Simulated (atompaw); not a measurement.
u(r) = r·R(r): atom against pseudo-atom (manganese)

Columns: radius, all-electron u(r) and pseudo u(r) of the 4p shell (level -1.77 eV) of manganese in the configuration [Ar] 3d5 4s1.5 4p0.5; PBE, scalar-relativistic, PAW (atompaw) scheme, atompaw 4.2.0.5.

| r (bohr) | all-electron | pseudo |
| --- | --- | --- |
| 0.115 | 0.1008 | 0.0011 |
| 0.231 | 0.0679 | 0.0046 |
| 0.346 | -0.0388 | 0.0102 |
| 0.462 | -0.1296 | 0.0183 |
| 0.577 | -0.1763 | 0.0285 |
| 0.692 | -0.1818 | 0.0411 |
| 0.808 | -0.1569 | 0.0562 |
| 0.923 | -0.1134 | 0.0735 |
| 1.038 | -0.0599 | 0.0931 |
| 1.154 | -0.0018 | 0.1152 |
| 1.269 | 0.0560 | 0.1392 |
| 1.385 | 0.1122 | 0.1655 |
| 1.500 | 0.1644 | 0.1934 |
| 1.615 | 0.2126 | 0.2228 |
| 1.731 | 0.2567 | 0.2535 |
| 1.846 | 0.2961 | 0.2846 |
| 1.962 | 0.3314 | 0.3160 |
| 2.077 | 0.3624 | 0.3464 |
| 2.192 | 0.3895 | 0.3753 |
| 2.308 | 0.4131 | 0.4022 |
| 2.423 | 0.4332 | 0.4259 |
| 2.538 | 0.4501 | 0.4461 |
| 2.654 | 0.4642 | 0.4625 |
| 2.769 | 0.4755 | 0.4751 |
| 2.885 | 0.4843 | 0.4843 |
| 3.000 | 0.4908 | 0.4908 |

(1) How many radial nodes do the two functions have?

(2) Is the pseudo-wave norm-conserving?

## Answers

(1) The all-electron 4p function has n − l − 1 = 2; the pseudo-wave has 0, since the states of the same l below it are removed with the core.

(2) No, it belongs to a PAW set: the norm inside the radius is not constrained, and the difference is carried by the augmentation charge.
